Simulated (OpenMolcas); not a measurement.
**Dy3+: moving the ligands**

Dy3+ with 6 ligands (oxide) in trigonal antiprismatic coordination (D3d) at 2.29 Å, a polar angle of 61.9° against the regular 54.74°. A charge of +1.5 e stands 2.8 Å behind each ligand. Ligand basis ANO-RCC-VDZP.
```
Dy    0.0000    0.0000    0.0000
O     0.0000    2.0192    1.0803
O    -1.7486   -1.0096    1.0803
O     1.7486   -1.0096    1.0803
O     0.0000   -2.0192   -1.0803
O     1.7486    1.0096   -1.0803
O    -1.7486    1.0096   -1.0803
```

```
Program             : OpenMolcas
Method              : CASSCF
Basis               : ANO-RCC-VDZP [7s6p4d2f1g]
Scalar Hamiltonian  : DKH2, point nucleus
Active space        : 9 electrons in 7 orbitals (4f)
State averaging     : 2S+1 = 6 odd, 21 roots; 2S+1 = 4 odd, 115 roots kept (CI in the orbitals of an earlier block, 108 in the spin-orbit step); 2S+1 = 2 odd, 82 roots kept (CI in the orbitals of an earlier block, 40 in the spin-orbit step)
Spin-orbit coupling : state interaction with AMFI integrals over the reference wave functions
```

Runs around this geometry, states (labels of D3, the rotations of D3d). Energies in cm-1 above the lowest state or level, χT in cm3 K/mol.

```json
{"R (Å)": "2.22", "Ground state": "6A2", "First state of that spin": "6E 46.9", "First gap with spin-orbit (degeneracies)": "38.0 (2, 2)", "Width of lowest J": "1103", "χT at 300 K": "13.762"}
{"R (Å)": "2.29", "Ground state": "6A2", "First state of that spin": "6E 52.4", "First gap with spin-orbit (degeneracies)": "36.5 (2, 2)", "Width of lowest J": "1047", "χT at 300 K": "13.807"}
{"R (Å)": "2.34", "Ground state": "6A2", "First state of that spin": "6E 53.6", "First gap with spin-orbit (degeneracies)": "35.3 (2, 2)", "Width of lowest J": "1006", "χT at 300 K": "13.835"}
```

Taking the width of the lowest J multiplet as R^-n, n = -ln(1006 / 1103) / ln(2.34 / 2.22) = 1.7 between the shortest and longest distance.

High states are left out of the spin-orbit mixing, which shifts the levels that they would mix with. The oxide ions are held by bare point charges, a crude embedding. Without dynamic correlation the ligand-field splitting of an f shell can come out too small, at times by half. A group larger than the point group allows holds several states that coincide in this model. No measured value stands beside these numbers; the geometry is a model, was not optimised and need not be the one that this ion takes.
